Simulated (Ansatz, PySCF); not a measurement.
Reaction (SMILES): Cl[SiH][SiH2]Cl → [SiH3][Si](Cl)Cl
Structures are relaxed separately at B3LYP-D3(BJ)/def2-TZVP in Ansatz (a program for electronic structure), one conformer each, not searched for the lowest.

Property: isomerisation energy (enthalpy at 298 K, with B3LYP-D3(BJ) rigid-rotor harmonic-oscillator terms from PySCF), in eV. Valence correlation only, unless marked. Open shells are spin-unrestricted. No spin-orbit coupling. No relativistic terms. Basis-set limits of correlation are two-point, X^-3; Hartree-Fock from the larger set.

```csv
level,program,isomerisation energy (eV)
PBE/def2-TZVPD,Ansatz,-0.16
PBE-D4/def2-TZVPD,Ansatz + dftd4,-0.17
BLYP-D4/def2-TZVPD,Ansatz + dftd4,-0.19
revPBE/def2-TZVPD,Ansatz,-0.15
PBE0/def2-TZVPD,Ansatz,-0.12
r2SCAN0-D4/def2-TZVPD,Ansatz + dftd4,-0.12
B2PLYP-D3(BJ)/def2-TZVPD,Ansatz + dftd3,-0.14
RPA@PBE/cc-pV(Q+d)Z,Ansatz,-0.10
MP2/aug-cc-pV(Q+d)Z,Ansatz,-0.11
RI-MP2/cc-pV(T+d)Z,Ansatz,-0.11
SCS-MP2/6-31G*,Ansatz,-0.10
SCS-MP2/cc-pV(D+d)Z,Ansatz,-0.10
CCSD/cc-pVTZ,Ansatz,-0.10
CCSD(T)/cc-pV(Q+d)Z,Ansatz,-0.11
"CCSD(T)/CBS(aug-cc-pV(T+d)Z,aug-cc-pV(Q+d)Z)",Ansatz,-0.10
```
